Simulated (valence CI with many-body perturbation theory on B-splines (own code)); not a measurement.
Os⁴⁵⁺: what each term of the Hamiltonian does

Calculated by valence CI with perturbative core correlation (CI+MBPT): three valence electrons over a frozen Dirac-Fock core [Ar] 3d10, radial functions for each j: 11 s, 11 p, 9 d, 7 f, 5 g, 2 h, 1 i, with the one-electron correlation potential Σ1 (screened to all orders), the two-electron term Σ2, the three-electron term Σ3, Breit, model QED; selected single and double excitations, second order for the rest (own B-spline code, finite nucleus).

No measured spectrum was set against this ion. As an estimate, large intervals hold to a few tenths of a per cent, small ones and those within an open d or f shell to about a per cent.

Each rung adds one term. CI alone is the Dirac-Coulomb CI over the frozen core; QED comes last and gives the full result, which names the levels. Energies are above (4s^2 4p1/2) J=1/2 on the same rung, in eV.

Levels are named by their leading jj configuration (3d3/2^4 stands for four electrons in 3d with j = 3/2), which in mixed levels can hold well under half, so a name can repeat and another be missing. Letters in brackets count levels of one name in rising energy.

| Level | CI alone | Σ1 | Σ2 | Σ3 | Breit | QED | Full |
| --- | --- | --- | --- | --- | --- | --- | --- |
| (4s 4p1/2^2) J=1/2 | 102.28 | -0.121 | +0.065 | +0.007 | +1.129 | -1.421 | 101.94 |
| (4s^2 4p3/2) J=3/2 | 114.00 | +0.282 | +0.122 | +0.001 | -1.286 | +0.119 | 113.24 |
| (4s 4p1/2 4p3/2) J=3/2 [a] | 202.00 | +0.154 | +0.617 | +0.018 | -0.154 | -1.292 | 201.34 |
| (4s 4p1/2 4p3/2) J=5/2 | 211.11 | +0.157 | +0.359 | +0.012 | -0.256 | -1.282 | 210.10 |
| (4s 4p1/2 4p3/2) J=3/2 [b] | 223.93 | +0.156 | -0.148 | +0.005 | -0.245 | -1.256 | 222.45 |
| (4s 4p1/2 4p3/2) J=1/2 | 226.81 | +0.159 | -0.617 | +0.002 | -0.140 | -1.301 | 224.91 |
| (4s^2 4d3/2) J=3/2 | 283.79 | +0.040 | -0.713 | +0.003 | -1.640 | -0.213 | 281.27 |
| (4s^2 4d5/2) J=5/2 | 303.36 | +0.196 | -0.099 | +0.013 | -2.096 | -0.276 | 301.10 |
| (4s 4p3/2^2) J=5/2 | 325.94 | +0.380 | -0.037 | +0.003 | -1.579 | -1.000 | 323.70 |
| (4p1/2^2 4p3/2) J=3/2 | 326.59 | +0.031 | -0.331 | +0.013 | +0.872 | -2.653 | 324.52 |
| (4s 4p3/2^2) J=1/2 | 340.32 | +0.440 | -0.104 | -0.002 | -1.403 | -1.171 | 338.08 |
| (4s 4p3/2^2) J=3/2 | 344.60 | +0.438 | -0.656 | -0.001 | -1.452 | -1.163 | 341.76 |
| (4s 4p1/2 4d3/2) J=3/2 [a] | 363.29 | -0.100 | +0.447 | +0.027 | -0.552 | -1.576 | 361.54 |
| (4s 4p1/2 4d3/2) J=5/2 | 371.04 | -0.092 | +0.264 | +0.023 | -0.647 | -1.572 | 369.01 |
| (4s 4p1/2 4d3/2) J=1/2 | 385.41 | -0.092 | -0.610 | +0.009 | -0.558 | -1.566 | 382.60 |
| (4s 4p1/2 4d3/2) J=3/2 [b] | 386.68 | -0.081 | -0.555 | +0.007 | -0.593 | -1.581 | 383.88 |
| (4s 4p1/2 4d5/2) J=5/2 [a] | 396.40 | +0.014 | -0.025 | +0.019 | -1.075 | -1.512 | 393.82 |
| (4s 4p1/2 4d5/2) J=7/2 | 402.15 | +0.020 | -0.112 | +0.021 | -1.210 | -1.492 | 399.37 |
| (4s 4p1/2 4d5/2) J=5/2 [b] | 407.89 | +0.032 | -0.208 | +0.005 | -1.077 | -1.566 | 405.07 |
| (4s 4p1/2 4d5/2) J=3/2 | 408.70 | +0.054 | -0.314 | +0.010 | -0.919 | -1.675 | 405.85 |
| (4p1/2 4p3/2^2) J=5/2 | 440.26 | +0.284 | -0.229 | +0.010 | -0.553 | -2.431 | 437.34 |
| (4p1/2 4p3/2^2) J=3/2 | 440.69 | +0.272 | -0.729 | +0.004 | -0.415 | -2.449 | 437.37 |
| (4p1/2 4p3/2^2) J=1/2 | 446.51 | +0.313 | -0.291 | +0.006 | -0.392 | -2.532 | 443.61 |
| (4s^2 4f5/2) J=5/2 | 477.83 | +0.132 | -0.204 | +0.003 | -2.443 | -0.354 | 474.97 |
| (4s^2 4f7/2) J=7/2 | 483.98 | +0.202 | -0.110 | +0.011 | -2.580 | -0.602 | 480.90 |
| (4p1/2^2 4d3/2) J=3/2 | 483.94 | -0.219 | -0.256 | +0.018 | +0.573 | -2.979 | 481.07 |
| (4s 4p3/2 4d3/2) J=3/2 [a] | 486.69 | +0.184 | -0.038 | +0.018 | -1.855 | -1.445 | 483.56 |
| (4s 4p3/2 4d3/2) J=1/2 [a] | 486.64 | +0.185 | +0.020 | +0.019 | -1.814 | -1.441 | 483.61 |
| (4s 4p3/2 4d3/2) J=5/2 [a] | 487.06 | +0.187 | -0.096 | +0.016 | -1.899 | -1.430 | 483.84 |
| (4s 4p3/2 4d3/2) J=7/2 | 493.38 | +0.205 | -0.183 | -0.005 | -2.285 | -1.052 | 490.06 |
| (4s 4p3/2 4d5/2) J=9/2 | 499.25 | +0.293 | +0.663 | +0.033 | -2.456 | -1.377 | 496.40 |

The middle columns are the shifts that each term adds.

(1) How does the ionisation energy move along the ladder, and which term matters most?

Answers

(1) CI alone 2402.5, + Σ1 2404.5, + Σ2 2404.4, + Σ3 2404.4, + Breit 2401.3, + QED 2401.3 eV. The largest step is Breit, -3.1 eV. NIST lists 2400 ± 4 eV (theoretical).
